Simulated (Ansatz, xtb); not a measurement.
## C3H6B2N2: which of two isomers lies lower

We compare a, `Bc1ccnn1B`, a singlet, with b, `Bc1ccn(B)n1`, a singlet. Both are isolated molecules in the gas phase, relaxed with B3LYP/def2-SVP; the shapes shown needn't be the lowest conformers.

a (Å):

```xyz
13

C    -0.3661    0.8580    1.3712
C    -0.0124    1.5511    0.2223
C     1.0610    0.8251   -0.3598
B    -1.4715    1.2190    2.3681
B     0.5989   -1.2973    2.3900
N     1.3638   -0.2385    0.3575
N     0.5115   -0.2456    1.4188
H    -2.1169    2.2124    2.1457
H    -1.7107    0.5585    3.3431
H    -0.4761    2.4654   -0.1428
H     1.6162    1.0452   -1.2723
H    -0.1605   -1.2845    3.3155
H     1.4331   -2.1396    2.2229
```

b (Å):

```yaml
atoms:
  - { symbol: C, position_ang: [-0.9326, 0.9516, 1.2688] }
  - { symbol: C, position_ang: [-0.1583, 0.8739, 0.0489] }
  - { symbol: C, position_ang: [0.9665, 0.1790, 0.3772] }
  - { symbol: B, position_ang: [-2.3026, 1.6166, 1.5222] }
  - { symbol: B, position_ang: [1.8180, -0.8729, 2.5231] }
  - { symbol: N, position_ang: [0.8721, -0.1449, 1.7291] }
  - { symbol: N, position_ang: [-0.2867, 0.3308, 2.2579] }
  - { symbol: H, position_ang: [-2.7945, 1.5774, 2.6192] }
  - { symbol: H, position_ang: [-2.8758, 2.1739, 0.6185] }
  - { symbol: H, position_ang: [-0.4255, 1.2863, -0.9216] }
  - { symbol: H, position_ang: [1.8339, -0.1255, -0.2044] }
  - { symbol: H, position_ang: [1.5712, -1.0607, 3.6785] }
  - { symbol: H, position_ang: [2.8158, -1.2564, 1.9737] }
```

Quicker runs give these differences E(b) − E(a): GFN2-xTB +10.5 kJ/mol; HF/STO-3G +6.4 kJ/mol (at GFN2-xTB geometries); r2SCAN-D4/def2-SVP +15.2 kJ/mol (at GFN2-xTB geometries).

Q: Estimate E(b) − E(a) at the level CCSD(T)/def2-SVP + ΔMP2/def2-TZVPP.

A: Calculated at CCSD(T)/def2-SVP + ΔMP2/def2-TZVPP: E(b) − E(a) = +11.3 kJ/mol, so structure a lies lower.

The same difference at several levels:

| level | geometry | E(b) − E(a) (kJ/mol) | departure from the last row (kJ/mol) | job, with rough time for the two |
| --- | --- | --- | --- | --- |
| GFN2-xTB | GFN2-xTB | +10.5 | −0.9 | optimisation, 0.49 s |
| HF/STO-3G | GFN2-xTB | +6.4 | −4.9 | single point, 1.9 s |
| r2SCAN-D4/def2-SVP | GFN2-xTB | +15.2 | +3.9 | single point, 12 s |
| B3LYP/def2-SVP | B3LYP/def2-SVP | +11.7 | +0.4 | optimisation, 90 s |
| HF/def2-SVP | B3LYP/def2-SVP | +5.5 | −5.8 | part of the CCSD(T) run |
| MP2/def2-SVP | B3LYP/def2-SVP | +11.0 | −0.3 | part of the CCSD(T) run |
| CCSD(T)/def2-SVP | B3LYP/def2-SVP | +9.9 | −1.4 | single point |
| CCSD(T)/def2-SVP + ΔMP2/def2-TZVPP | B3LYP/def2-SVP | +11.3 |  | single point, 2.8 min |

As drawn, both hold the same kinds of bond in the same numbers.

None of the levels shown reverses the order. The largest departure from CCSD(T)/def2-SVP + ΔMP2/def2-TZVPP is that of HF/def2-SVP, 5.8 kJ/mol. The last row adds to CCSD(T) the change of the MP2 difference between the two basis sets, here +1.4 kJ/mol.

With thermal terms from frequencies at re-optimised GFN2-xTB minima (ideal gas, soft modes damped towards free rotors, one conformer each, 298.15 K, 1 atm): on the last row, ΔE + ΔZPE = +10.4, ΔH = +10.5, ΔG = +10.3 kJ/mol.

The correlated steps freeze 7 core orbitals. Codes used: Ansatz 0.2.0, xtb 6.7.1; the last row on 2 threads of AMD EPYC (Zen 3) on a shared host.
